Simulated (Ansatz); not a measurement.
# Relaxing a trial structure of AlGaH3NSi

The starting geometry of this gas-phase singlet was optimised with GFN2-xTB.

```yaml
atoms:
  - { symbol: Al, position_ang: [1.2978, 1.1704, -1.3979] }
  - { symbol: Ga, position_ang: [-1.7450, -0.8852, -1.1106] }
  - { symbol: N, position_ang: [-0.2625, 0.2235, -1.7050] }
  - { symbol: Si, position_ang: [-0.1080, 0.7089, -3.3570] }
  - { symbol: H, position_ang: [-1.3361, 0.0647, -4.0160] }
  - { symbol: H, position_ang: [1.2268, 2.5598, -0.6900] }
  - { symbol: H, position_ang: [2.6374, 0.3974, -1.1954] }
```

Question: Where would you expect an optimisation with B3LYP/6-31G* to take it?

Answer: A bond breaks, giving a structure given below by its coordinates. Contacts that open: Al1–Si4 (2.46 → 3.19 Å).

The energy falls by 0.56 eV over 30 steps:

```
step  E − E(last) (eV)
   1             0.557
   4             0.308
   7             0.121
  11             0.048
  14             0.048
  17             0.046
  20             0.041
  24             0.006
  27             0.000
  30             0.000
```

Final geometry (Å):

```xyz
7

Al    1.3782    1.1783   -1.1271
Ga   -0.8045   -1.3791   -2.0481
N     0.0118    0.4681   -2.0798
Si   -0.9671    1.1956   -3.2840
H    -1.8292   -0.1571   -3.5030
H     1.8129    2.6875   -1.3600
H     2.1083    0.2461   -0.0700
```

The end wasn't checked by frequencies. Run with Ansatz 0.2.0, 3.1 min on 1 thread of Intel(R) Xeon(R) Platinum 8259CL CPU @ 2.50GHz (Skylake/Cascade Lake) (shared host).
